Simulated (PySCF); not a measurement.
BrClFGa.

```xyz
4

Ga    -0.3226     0.4925     0.0000
F     -2.0204     0.8924     0.0000
Cl     1.0651     2.1087     0.0000
Br     0.2879    -1.6899     0.0000
```

Geometry: B3LYP-D3(BJ)/def2-SVP.

Method: PBE/pcSseg-1 run with PySCF. Non-relativistic, no solvent.

**Question.** Give the absolute GIAO shielding of each atom: isotropic value and principal components (ppm). (The exact figures need the calculation; the answer reports its results.)

**Answer.** 
```
atom  σ(iso)     σ11     σ22     σ33   span
----  ------  ------  ------  ------  -----
Ga1   1396.6  1117.7  1421.9  1650.4  532.7
F2     230.2    96.0   234.4   360.2  264.1
Cl3    806.5   629.2   742.7  1047.6  418.4
Br4   2409.3  2068.6  2232.2  2927.0  858.4
```
